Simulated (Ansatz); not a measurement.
Gas-phase electronic energies from Ansatz, PBE0-D4/def2-TZVP geometries. CCSD(T)/CBS is the MP2 limit (def2-TZVPP, def2-QZVPP) plus CCSD(T) − MP2 in def2-TZVPP, frozen cores. This one scheme is used for every species. DFT in def2-TZVPP. B3LYP here is the variant with VWN-RPA as its local correlation; programs differ in this. One conformer a species, not always the lowest.

Consider the ligand exchange at the Si–N bond: `N[SiH2]N[SiH2]N` + `N[SiH](O)F` → `N[SiH2]O[SiH](N)F` + `N[SiH2]N`.

`N[SiH2]N[SiH2]N`:

Cartesian coordinates in Å:
```
N 0.797 -1.865 -1.777
Si -0.182 -0.471 -1.584
N 0.345 0.425 -0.213
Si -0.551 1.155 1.062
N 0.193 0.804 2.567
H 0.816 -2.600 -1.089
H 0.994 -2.216 -2.700
H -1.630 -0.715 -1.341
H -0.028 0.250 -2.878
H 1.342 0.596 -0.179
H -1.940 0.651 0.883
H -0.571 2.643 1.016
H 0.258 -0.136 2.920
H 0.157 1.479 3.313
```

`N[SiH](O)F`:

Cartesian coordinates in Å:
```
N 0.136 0.802 -0.864
Si 0.292 -0.315 0.408
O -1.162 -0.654 1.058
F 0.973 -1.591 -0.268
H 0.809 0.822 -1.613
H -0.299 1.698 -0.727
H 1.133 0.058 1.559
H -1.883 -0.820 0.447
```

`N[SiH2]O[SiH](N)F`:

```xyz
13

N    -0.286    1.386    1.281
Si   -0.811    1.395   -0.355
O    -0.137    0.182   -1.221
Si    0.572   -1.268   -1.069
N     0.476   -1.746    0.553
F     2.072   -1.106   -1.598
H    -0.962    1.293    2.021
H     0.509    1.928    1.576
H    -0.414    2.649   -1.036
H    -2.283    1.217   -0.334
H    -0.038   -2.268   -1.963
H     0.824   -2.631    0.879
H     0.478   -1.032    1.266
```

`N[SiH2]N`:

```xyz
9

N    -0.101   -1.192    0.835
Si    0.225    0.401    0.304
N    -0.265    0.540   -1.329
H    -1.030   -1.578    0.807
H     0.465   -1.619    1.549
H     1.679    0.574    0.595
H    -0.511    1.508    0.983
H    -0.574    1.424   -1.697
H     0.113   -0.057   -2.046
```

| level | ΔE (kJ/mol) | difference from CCSD(T)/CBS |
| --- | --- | --- |
| ωB97X-V | -56.2 | -1.6 |
| B2PLYP | -56.4 | -1.8 |
| r2SCAN | -55.0 | -0.4 |
| B3LYP | -56.9 | -2.3 |
| HF/def2-TZVPP | -63.7 | -9.1 |
| CCSD(T)/def2-TZVPP | -53.7 | 0.9 |
| HF/def2-QZVPP | -64.8 | -10.2 |
| SCS-MP2/def2-QZVPP | -55.7 | -1.1 |
| HF/CBS(def2) | -64.9 | -10.3 |
| MP2/CBS(def2) | -54.2 | 0.4 |
| CCSD(T)/CBS | -54.6 | 0 |

Largest T1 diagnostic among the species: 0.011.

In def2-TZVPP, CCSD(T) changes the Hartree–Fock value by +9.9 kJ/mol (the triples alone add +1.4 kJ/mol) and MP2 by +10.4 kJ/mol.

CCSD(T)/CBS has its own doubt, a few kJ/mol and more with outer-core shells, so smaller differences from it don't rank the levels.
